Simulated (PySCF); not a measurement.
Adding and removing an electron: LiCd

PBE0; Li def2-SVPD, Cd def2-SVPD with ECP28; scalar-relativistic core potentials (PySCF 2.14). Neutral (UKS): doublet (σ ↑), Re = 3.065 Å, ωe = 154 cm⁻¹, De = 0.18 eV, HOMO -3.53 eV, LUMO -1.53 eV.

LiCd⁺ (UKS): singlet (closed shell), Re = 2.785 Å, ωe = 248 cm⁻¹, De = 0.68 eV to Li⁺ + Cd. The energies at the minima are -175.20009 hartree for LiCd and -175.01715 for LiCd⁺.

Task: Work out the adiabatic ionisation energy, without and with harmonic zero-point energies (1 hartree = 27.2114 eV, 1 eV = 8065.5 cm⁻¹), and the change of the bond length.

Result: At PBE0: 0.18294 hartree = 4.978 eV between the minima; the zero-point term (248.0 − 154.0)/2 cm⁻¹ = +0.006 eV makes it 4.984 eV. Re changes by -28.0 pm against the neutral. The electron leaves a σ orbital, and the shorter bond of the ion fits an antibonding orbital, or a change in how ionic the bond is.

LiCd⁻ (UKS): singlet (closed shell), Re = 3.626 Å, ωe = 89.6 cm⁻¹, De = 0.24 eV to Li⁻ + Cd. The energies at the minima are -175.20009 hartree for LiCd and -175.21870 for LiCd⁻.

Task: Work out the adiabatic electron affinity, without and with harmonic zero-point energies (1 hartree = 27.2114 eV, 1 eV = 8065.5 cm⁻¹), and the change of the bond length.

Result: At PBE0: 0.01861 hartree = 0.506 eV between the minima; the zero-point term (154.0 − 89.6)/2 cm⁻¹ = +0.004 eV makes it 0.510 eV. Re changes by +56.1 pm against the neutral. The electron enters a σ orbital, and the ion is left as a loose complex of an ion and an atom.

Closed-shell solutions of metal pairs were not tested for spin polarisation, which can lower them a little. Weak bonds: LiCd, LiCd⁻. Basis-set superposition, not corrected here, can be much of De in a small basis, most of all at correlated wavefunction levels. For an ion De counts to the pair picked by the measured ionisation energies or electron affinities, which need not be the lowest pair at this level. The highest Kohn–Sham level is positive in this anion. Much of that is self-interaction error, but it also means that the finite basis helps to hold the extra electron. States were picked by a PBE0 search and need not be the measured ground states.
